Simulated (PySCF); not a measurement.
Si(CCH)(Cl)2(H) (C₂H₂Cl₂Si), SMILES C#C[SiH](Cl)Cl. Geometry optimised at PBE-D3(BJ)/def2-SVP.

These are PBE-D3(BJ)/def2-SVP in PySCF 2.14.0 values and carry that method's errors.

Harmonic wavenumbers (cm⁻¹): 104, 139, 177, 320, 331, 499, 585, 657, 709, 710, 784, 785, 2091, 2226, 3388. Rotational constants (GHz): 2.303, 2.165, 1.207; symmetry number 1.

**Question.** Work out the zero-point energy and the ideal-gas rigid-rotor harmonic-oscillator thermochemistry at 298.15 K and 1 atm.

**Answer.** ZPE = ½ Σ hcν = ½ × 13506 cm⁻¹ = 80.78 kJ/mol. H − E(el) = 100.34 kJ/mol. Entropy in J/(mol K): translation 168.97, rotation 118.70, vibration 57.09, total 344.75. G − E(el) = -2.44 kJ/mol. Cp = 96.85 J/(mol K). Modes under 150 cm⁻¹ make the vibrational entropy uncertain.
